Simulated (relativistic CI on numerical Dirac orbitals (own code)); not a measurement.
Computed by Dirac equation for one electron, model QED (radiative potential, 1s self-energy scaled to tabulated hydrogen-like ionisation energies) (own radial code, finite nucleus).

CI space: 1s, 2s, 2p, 3s, 3p, 3d, 4s, 4p, 4d, 4f, 5s, 5p, 5d, 5f, 5g, 6s, 6p, 6d. Levels of other configurations are missing.

Outline of the computed level scheme of Mn XXV. Lowest level of each configuration: 1s 2S_1/2 at 0.00 eV; 2p 2P°_1/2 at 6423.58 eV; 2s 2S_1/2 at 6424.08 eV; 3p 2P°_1/2 at 7619.14 eV; 3s 2S_1/2 at 7619.29 eV; 3d 2D_3/2 at 7624.50 eV; 4p 2P°_1/2 at 8036.85 eV; 4s 2S_1/2 at 8036.91 eV; 4d 2D_3/2 at 8039.10 eV.

Some strong electric-dipole decays among the lowest 14 levels: 2p 2P°_1/2 → 1s 2S_1/2 (2.5e+14 s⁻¹); 2p 2P°_3/2 → 1s 2S_1/2 (2.4e+14 s⁻¹); 3p 2P°_3/2 → 1s 2S_1/2 (6.5e+13 s⁻¹); 3p 2P°_1/2 → 1s 2S_1/2 (6.5e+13 s⁻¹); 4p 2P°_3/2 → 1s 2S_1/2 (2.7e+13 s⁻¹); 4p 2P°_1/2 → 1s 2S_1/2 (2.6e+13 s⁻¹); 3d 2D_5/2 → 2p 2P°_3/2 (2.5e+13 s⁻¹); 3d 2D_3/2 → 2p 2P°_1/2 (2.1e+13 s⁻¹).
